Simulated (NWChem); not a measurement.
Program: NWChem. System: Cl2Se, charge 0, spin multiplicity 1, at a geometry optimised with B3LYP/def2-SVP. The structure started from a generated list of species. Level: CR-CCSD(T)/6-31G* (spherical d), 19 core orbitals frozen.

Job file:

```
start mol
memory heap 100 mb stack 700 mb global 1900 mb
geometry units angstroms nocenter noautoz
  Se     0.000000     0.000000    -0.687229
  Cl    -1.715467     0.000000     0.687229
  Cl     1.715467     0.000000     0.687229
  symmetry group C2v
end
basis spherical
  * library 6-31g*
end
scf
  rhf
  nopen 0
  maxiter 100
  thresh 1e-7
  semidirect memsize 60000000 filesize 0
end
tce
  freeze core 19
  cr-ccsd(t)
  2eorb
  2emet 13
  thresh 1e-6
  maxiter 100
  tilesize 24
end
task tce energy
```

Output (cleaned and shortened):

```
             Northwest Computational Chemistry Package (NWChem) 7.3.0
             --------------------------------------------------------

                                NWChem Input Module
                                -------------------

 Scaling coordinates for geometry "geometry" by  1.889725989
 (inverse scale =  0.529177249)

 Turning off AUTOSYM since
 SYMMETRY directive was detected!

                             Geometry "geometry" -> ""
                             -------------------------

 Output coordinates in angstroms (scale by  1.889725989 to convert to a.u.)

  No.       Tag          Charge          X              Y              Z
 ---- ---------------- ---------- -------------- -------------- --------------
    1 Se                  34.0000     0.00000000     0.00000000    -0.68722900
    2 Cl                  17.0000    -1.71546700     0.00000000     0.68722900
    3 Cl                  17.0000     1.71546700     0.00000000     0.68722900

 Effective nuclear repulsion energy (a.u.)     322.8642927204

            Nuclear Dipole moment (a.u.)
            ----------------------------
        X                 Y               Z
 ---------------- ---------------- ----------------
     0.0000000000     0.0000000000     0.0000000000

      Symmetry information
      --------------------

 Group name             C2v
 Group number             16
 Group order               4
 No. of unique centers     2

      Symmetry unique atoms

     1    2


 Summary of "ao basis" -> "" (spherical)
 ------------------------------------------------------------------------------
       Tag                 Description            Shells   Functions and Types
 ---------------- ------------------------------  ------  ---------------------
 *                           6-31g*                   on all atoms

 Summary of "ao basis" -> "ao basis" (spherical)
 ------------------------------------------------------------------------------
       Tag                 Description            Shells   Functions and Types
 ---------------- ------------------------------  ------  ---------------------
 Se                          6-31g*                 12       32   5s4p3d
 Cl                          6-31g*                  8       18   4s3p1d

                                 NWChem SCF Module
                                 -----------------

  ao basis        = "ao basis"
  functions       =    68
  atoms           =     3
  closed shells   =    34
  open shells     =     0
  charge          =   0.00
  wavefunction    = RHF
  use symmetry    = T
  symmetry adapt  = T

 Summary of "ao basis" -> "ao basis" (spherical)
 ------------------------------------------------------------------------------
       Tag                 Description            Shells   Functions and Types
 ---------------- ------------------------------  ------  ---------------------
 Se                          6-31g*                 12       32   5s4p3d
 Cl                          6-31g*                  8       18   4s3p1d

      Symmetry analysis of basis
      --------------------------

        a1         28
        a2          8
        b1         20
        b2         12

 Forming initial guess at       0.0s

      Superposition of Atomic Density Guess
      -------------------------------------

 Sum of atomic energies:       -3318.40650870

      Non-variational initial energy
      ------------------------------

 Total energy =   -3318.620641
 1-e energy   =   -5257.419397
[...]
 Vector   37  Occ=0.000000D+00  E= 3.311748D-01  Symmetry=a1
              MO Center=  1.2D-15, -5.8D-14, -8.1D-01, r^2= 4.0D+00
   Bfn.  Coefficient  Atom+Function         Bfn.  Coefficient  Atom+Function
  ----- ------------  ---------------      ----- ------------  ---------------
    14      2.224734  1 Se s                 10      1.605345  1 Se s
    13      0.348172  1 Se pz                38     -0.271963  2 Cl s
    56     -0.271963  3 Cl s                 43     -0.254148  2 Cl px
    61      0.254148  3 Cl px                45      0.199455  2 Cl pz
    63      0.199455  3 Cl pz                42     -0.173505  2 Cl s

 center of mass
 --------------
 x =   0.00000000 y =   0.00000000 z =  -0.07835006

 moments of inertia (a.u.)
 ------------------
         250.140112614968           0.000000000000           0.000000000000
           0.000000000000         985.117120714130           0.000000000000
           0.000000000000           0.000000000000         734.977008099162

  Mulliken analysis of the total density
  --------------------------------------

    Atom       Charge   Shell Charges
 -----------   ------   -------------------------------------------------------
    1 Se  34    33.64   2.00  2.00  6.00  2.00  5.99  1.59  2.84  0.34  0.73  6.95  2.94  0.25
    2 Cl  17    17.18   2.00  2.00  5.98  1.38  3.52  0.60  1.69  0.02
    3 Cl  17    17.18   2.00  2.00  5.98  1.38  3.52  0.60  1.69  0.02

       Multipole analysis of the density wrt the origin
       ------------------------------------------------

     L   x y z        total         open         nuclear
     -   - - -        -----         ----         -------
     0   0 0 0     -0.000000      0.000000     68.000000

     1   1 0 0      0.000000      0.000000      0.000000
     1   0 1 0     -0.000000      0.000000      0.000000
     1   0 0 1     -0.655738      0.000000      0.000000

     2   2 0 0    -33.191151      0.000000    357.306836
     2   1 1 0      0.000000      0.000000      0.000000
     2   1 0 1      0.000000      0.000000      0.000000
     2   0 2 0    -33.749019      0.000000      0.000000
     2   0 1 1      0.000000      0.000000      0.000000
     2   0 0 2    -31.055366      0.000000    114.685771

                   NWChem Extensible Many-Electron Theory Module
                   ---------------------------------------------


            General Information
            -------------------
      Number of processors :     1
         Wavefunction type : Restricted Hartree-Fock
          No. of electrons :    68
           Alpha electrons :    34
            Beta electrons :    34
           No. of orbitals :   136
            Alpha orbitals :    68
             Beta orbitals :    68
        Alpha frozen cores :    19
         Beta frozen cores :    19
     Alpha frozen virtuals :     0
      Beta frozen virtuals :     0
         Spin multiplicity : singlet
    Number of AO functions :    68
       Number of AO shells :    28
        Use of symmetry is : on
      Symmetry adaption is : on
         Schwarz screening : 0.10D-09

          Correlation Information
          -----------------------
          Calculation type : Coupled-cluster singles & doubles w/ perturbation
   Perturbative correction : Completely renormalized (T)
            Max iterations :      100
        Residual threshold : 0.10D-05
     T(0) DIIS level shift : 0.00D+00
     L(0) DIIS level shift : 0.00D+00
     T(1) DIIS level shift : 0.00D+00
     L(1) DIIS level shift : 0.00D+00
     T(R) DIIS level shift : 0.00D+00
     T(I) DIIS level shift : 0.00D+00
   CC-T/L Amplitude update :  5-th order DIIS
                I/O scheme : Global Array Library
        L-threshold :  0.10D-05
        EOM-threshold :  0.10D-05
 no EOMCCSD initial starts read in
 TCE RESTART OPTIONS
 SLICE:      F
 D4D5:       F
 quantumc:   F
 qrotation:  F
 pwtce:      F
 qducc:      F
 nacto:                         0
 nrotv:                         0
 nrot:                          0

            Memory Information
            ------------------
          Available GA space size is     249032176 doubles
          Available MA space size is     104853492 doubles

 Maximum block size supplied by input
 Maximum block size        24 doubles

 tile_dim =     13

 -------------------------------------------------

 Global array virtual files algorithm will be used

 Parallel file system coherency ......... OK

 4-electron integrals stored in orbital form

 v2    file size   =           319721
 4-index algorithm nr.  13 is used
 imaxsize =       30
 imaxsize ichop =        0


CCSD iterations
 ---------------------------------------------------------
 Iter          Residuum       Correlation     Cpu    Wall
 ---------------------------------------------------------
    1   0.1720975315908  -0.5063084118241     0.2     0.2
    2   0.0394390928109  -0.5209661280657     0.2     0.2
    3   0.0133311446552  -0.5289459901823     0.2     0.2
    4   0.0053791377401  -0.5304289237271     0.2     0.2
    5   0.0023652967201  -0.5311396238809     0.2     0.2
    6   0.0007314526976  -0.5314920894210     0.2     0.2
    7   0.0004077692002  -0.5315259439562     0.2     0.2
    8   0.0002003329576  -0.5315376469626     0.2     0.2
    9   0.0001325389591  -0.5315375242965     0.2     0.2
   10   0.0000742370878  -0.5315409234219     0.2     0.2
   11   0.0000120641092  -0.5315435222901     0.2     0.2
   12   0.0000071015628  -0.5315440677937     0.2     0.2
   13   0.0000036736421  -0.5315441495236     0.2     0.2
   14   0.0000025841694  -0.5315441012683     0.2     0.2
   15   0.0000015894729  -0.5315440869370     0.2     0.2
   16   0.0000003894958  -0.5315440181917     0.2     0.2
 -----------------------------------------------------------------
 Iterations converged
 CCSD correlation energy / hartree =        -0.531544018191694
 CCSD total energy / hartree       =     -3319.016716412311325

 Singles contributions

 Doubles contributions
 CR-CCSD(T)

 CR-CCSD[T]  correction energy / hartree =        -0.010942015992494
 CR-CCSD[T] correlation energy / hartree =        -0.542486034184188
 CR-CCSD[T] total energy / hartree       =     -3319.027658428303766
 CR-CCSD(T)  correction energy / hartree =        -0.010513872134230
 CR-CCSD(T) correlation energy / hartree =        -0.542057890325924
 CR-CCSD(T) total energy / hartree       =     -3319.027230284445523

 Task  times  cpu:       10.8s     wall:       10.8s

 Total times  cpu:       10.9s     wall:       10.9s
```
